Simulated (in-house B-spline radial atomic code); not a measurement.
**RPA and G0W0 on CAM-B3LYP: the vanadium ion V⁸⁺**

Configuration [Ne] 3s2 3p3, highest spin, mean-field start CAM-B3LYP. Computed with a B-spline radial code for spherical atoms: all electrons, non-relativistic, point nucleus, each spin shell either full or empty, empty states to l = 9 with an (l + 1/2)⁻⁴ tail; G0W0 by contour deformation at full frequency.

Command:
```bash
python run_gw.py task.json out
```
Settings (radii: box in bohr, nucleus in fm):
```
Z                        23
electrons                15
configuration            [Ne] 3s2 3p3
hamiltonian              nr
method                   camb3lyp
lmax                     9
spin_polarised           True
box_radius               7.7
intervals                47
```

Time taken, with all properties: 2.1 s on 1 thread of Arm Neoverse N1, with other jobs on the host.

Energies (hartree):

| term | value |
| --- | --- |
| mean-field total | -921.29211 |
| Hartree-Fock functional on these orbitals | -920.63116 |
| direct second order | -1.0629 |
| second-order exchange | 0.38545 |
| SOSEX correction | 0.35536 |

Problem. What is the RPA correlation energy, and what remains with SOSEX?

Solution. RPA gives -0.95472 hartree (-1.73 eV per electron); RPA + SOSEX gives -0.59936, and the second-order doubles -0.67746 hartree (no singles). RPA lacks exchange-type terms and so overcorrelates at short range.

Quasi-particle levels (eV):

| level | occupied | mean field | Σx - vxc | Σc | QP weight | G0W0 |
| --- | --- | --- | --- | --- | --- | --- |
| 3p up | yes | -196.32 | -7.68 | ? | ? | ? |
| 3s down | yes | -215.48 | -3.86 | -3.48 | 0.969 | -222.82 |
| 2p down | yes | -685.13 | -30.44 | 6.65 | 0.955 | -708.92 |
| 3p down | no | -180.22 | 9.94 | -3.50 | 0.965 | -173.78 |

G0W0 = mean field + (Σx - vxc) + Σc, with Σc (partial-wave tail included) taken at the quasi-particle energy. Only the outer levels were computed. Levels of low weight are left out.

Problem. Where does G0W0 put 3p up?

Solution. At -204.36 eV, with Σc = -0.36 eV and a quasi-particle weight of 0.965. The tabulated removal energy is 206 ± 0.4 eV (NIST, semi-empirical); the calculation leaves out relativity, Breit and QED terms, and what these don't explain is the method's own error.
